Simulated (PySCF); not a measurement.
## Pd (palladium, neutral) across methods

[Kr] 4d9 5p1, one real determinant (an excited configuration). Computed with PySCF 2.14 in aug-cc-pVTZ-PP with ECP28MDF, with scalar relativity through the core potential.

```json
{"method": "LDA", "E (hartree)": "-127.0381", "mean ε 4d α (eV)": "-8.782", "mean ε 4d β (eV)": "-8.042", "mean ε 5p α (eV)": "-2.195", "Σ⟨r²⟩ (bohr²)": "57.85", "⟨S²⟩": "2.000"}
{"method": "BLYP", "E (hartree)": "-127.2551", "mean ε 4d α (eV)": "-8.477", "mean ε 4d β (eV)": "-7.820", "mean ε 5p α (eV)": "-2.004", "Σ⟨r²⟩ (bohr²)": "58.97", "⟨S²⟩": "2.001"}
{"method": "UHF", "E (hartree)": "-126.50522", "mean ε 4d α (eV)": "-15.229", "mean ε 4d β (eV)": "-14.172", "mean ε 5p α (eV)": "-3.455", "Σ⟨r²⟩ (bohr²)": "64.20", "⟨S²⟩": "2.002"}
{"method": "r2SCANh", "E (hartree)": "-127.3063", "mean ε 4d α (eV)": "-9.484", "mean ε 4d β (eV)": "-8.664", "mean ε 5p α (eV)": "-2.386", "Σ⟨r²⟩ (bohr²)": "57.94", "⟨S²⟩": "2.001"}
{"method": "r2SCAN", "E (hartree)": "-127.3198", "mean ε 4d α (eV)": "-8.777", "mean ε 4d β (eV)": "-7.975", "mean ε 5p α (eV)": "-2.221", "Σ⟨r²⟩ (bohr²)": "57.71", "⟨S²⟩": "2.001"}
{"method": "PBEsol", "E (hartree)": "-127.1178", "mean ε 4d α (eV)": "-8.583", "mean ε 4d β (eV)": "-7.848", "mean ε 5p α (eV)": "-2.134", "Σ⟨r²⟩ (bohr²)": "58.18", "⟨S²⟩": "2.000"}
{"method": "PBE", "E (hartree)": "-127.2967", "mean ε 4d α (eV)": "-8.589", "mean ε 4d β (eV)": "-7.873", "mean ε 5p α (eV)": "-2.147", "Σ⟨r²⟩ (bohr²)": "58.65", "⟨S²⟩": "2.001"}
{"method": "MN15", "E (hartree)": "-127.0355", "mean ε 4d α (eV)": "-11.212", "mean ε 4d β (eV)": "-10.588", "mean ε 5p α (eV)": "-2.870", "Σ⟨r²⟩ (bohr²)": "59.35", "⟨S²⟩": "2.001"}
{"method": "PBE0", "E (hartree)": "-127.2804", "mean ε 4d α (eV)": "-10.394", "mean ε 4d β (eV)": "-9.607", "mean ε 5p α (eV)": "-2.584", "Σ⟨r²⟩ (bohr²)": "59.07", "⟨S²⟩": "2.001"}
```

⟨L²⟩ = 8.02 against 12 for a pure F term, so this real determinant mixes terms. Energies and moments cover only the electrons outside the core potential.
